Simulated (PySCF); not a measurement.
C3H9Si, SMILES C[Si](C)C (connectivity only; charge and spin as stated), charge +1, multiplicity 1.

The structure is a stationary point at ωB97X-D3(BJ)/def2-SVP. The spin state was assumed, not searched. The isomer is the one that the SMILES or the coordinates give; other isomers of the formula were not compared.

Two levels are set side by side: TDA-PBE/def2-SVPD (PySCF) and TDA-PBE0/def2-SVPD (PySCF). Vertical, same geometry. The lowest singlet is HOMO→LUMO 99 % with PBE and HOMO→LUMO 99 % with the other functional; states are paired by order. Differences are taken from unrounded values.

```json
[
 {"quantity": "lowest singlet excitation (eV)", "TDA-PBE0": "5.63"},
 {"quantity": "lowest triplet excitation (TDA) (eV)", "TDA-PBE0": "5.15"},
 {"quantity": "first bright state (f over 0.05) (eV)", "TDA-PBE0": "7.88"},
 {"quantity": "its oscillator strength", "TDA-PBE0": "0.09"}
]
```

### Question
What does TDA-PBE give, and how far is it from TDA-PBE0? (The exact figures need the calculation; the answer reports its results.)

### Answer

```csv
quantity,TDA-PBE,TDA-PBE minus TDA-PBE0
lowest singlet excitation (eV),5.19,-0.43
lowest triplet excitation (TDA) (eV),4.78,-0.37
first bright state (f over 0.05) (eV),7.09,-0.79
its oscillator strength,0.09,0.00
```

Functionals without exact exchange tend to place singlet excitations lower, as here. Differences between two approximate levels are no errors against the true value.

Rough cost on one machine, each run with all the roots and properties that it gave: TDA-PBE0 against TDA-PBE within a factor of 2.
